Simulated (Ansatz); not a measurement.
Total energies of the cluster ZrO3H2 from Ansatz at PBE0-D4/def2-TZVP, gas phase (1 Eh = 27.2114 eV = 2625.5 kJ/mol). The reference geometry is relaxed at PBE-D4/def2-TZVP.

Cartesian coordinates in Å:
```
Zr -0.3628 0.3602 0.4145
O 0.3650 -1.3166 1.1807
O 0.8212 1.6724 0.4909
O -1.1160 0.1713 -1.4092
H 1.2302 -1.5327 1.5570
H -0.9376 0.6454 -2.2340
```

```
                 state   geometry  energy (Eh)
      charge 0 singlet  reference   -273.94184
      charge 1 doublet  reference   -273.56400
free Zr atom (triplet)          –    -46.88229
 free O atom (triplet)          –    -75.01860
 free H atom (doublet)          –     -0.50104
```

In the def2 sets Zr takes a core potential; there is no spin–orbit coupling.

Task: Work out the vertical ionisation energy to the doublet.

Result: E(charge 1 doublet) − E(charge 0 singlet) = -273.56400 − (-273.94184) = 0.37784 Eh = 10.28 eV. For comparison, −ε of the highest occupied level is 8.16 eV at this level, 2.12 eV less.

Task: What is the binding energy per atom against free atoms?

Result: Atoms: 1 × (-46.88229) + 3 × (-75.01860) + 2 × (-0.50104) = -272.94017 Eh. Binding: -272.94017 − (-273.94184) = 1.00167 Eh = 27.26 eV, or 4.54 eV for each of 6 atoms (no zero-point energy, no counterpoise term).

The structure comes from a short search, and lower isomers may exist.
